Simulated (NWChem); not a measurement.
Species: C4H3B; SMILES C#CBC#C

Program: NWChem. The level has its own optimisation; frequencies are unscaled.

Problem. Estimate the computed values for PBE0/def2-SVP. Quantities: r B–C (Å); r B–H (Å); r C–C (Å); r C–H (Å); highest harmonic frequency (cm⁻¹); lowest (cm⁻¹); zero-point energy (kcal/mol); dipole (D).

Solution. 
- r B–C (Å): 1.516
- r B–H (Å): 1.209
- r C–C (Å): 1.220
- r C–H (Å): 1.076
- highest harmonic frequency (cm⁻¹): 3476
- lowest (cm⁻¹): 123
- zero-point energy (kcal/mol): 31.7
- dipole (D): 0.95
